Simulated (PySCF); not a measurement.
# Optical rotation: SMILES F[C@H]1CO[CH2][Ge@@H]1[F], C3H6F2GeO

Cartesian coordinates in Å; atom numbers follow the order of the lines, from 1:
```xyz
13

F    -1.701    1.548   -0.406
C    -0.923    0.768    0.432
C    -1.141   -0.714    0.141
O    -0.346   -1.150   -0.943
C     1.017   -0.908   -0.733
Ge    1.024    0.990   -0.039
F     1.882    1.012    1.512
H    -1.212    1.026    1.452
H    -0.889   -1.288    1.046
H    -2.173   -0.912   -0.148
H     1.528   -1.074   -1.678
H     1.434   -1.574    0.037
H     1.496    2.275   -0.691
```

Computed with TDDFT CAM-B3LYP/def2-SVPD circular dichroism and optical rotation, one conformer, gas phase (PySCF 2.14.0). Geometry: GFN2-xTB.

The calculation is non-relativistic, which matters for the atoms heavier than Zn.

Stereocentres: C2 R, Ge6 S.

(1) What is the specific rotation at 633, 589.3, 546, 436, 405, 365, 355 nm?

(2) And for the mirror image at 589.3 nm?

(3) What is the molar rotation [Φ] = [α]·M/100 of the geometry above at 589.3 nm?

## Answers

(1) [α] in deg dm⁻¹ (g/mL)⁻¹:
| λ (nm) | origin-invariant length gauge | modified velocity gauge | length gauge (centre of mass) | isotropic polarisability (au) |
| --- | --- | --- | --- | --- |
| 633 | +4.9 | +6.3 | +5.6 | 68.9 |
| 589.3 | +5.3 | +6.9 | +6.1 | 69.1 |
| 546 | +5.7 | +7.6 | +6.7 | 69.4 |
| 436 | +5.7 | +8.5 | +7.3 | 70.7 |
| 405 | +4.7 | +7.9 | +6.6 | 71.3 |
| 365 | +1.7 | +5.4 | +4.1 | 72.3 |
| 355 | +0.4 | +4.3 | +3.0 | 72.7 |

(2) -5.3 deg dm⁻¹ (g/mL)⁻¹ (origin-invariant length gauge): the same size and the opposite sign.

(3) With M = 168.71 g/mol, +8.9 deg cm² dmol⁻¹ (origin-invariant length gauge).

The first excitation lies at 5.96 eV (208 nm) with R = +10.0 × 10⁻⁴⁰ esu² cm² (velocity form).
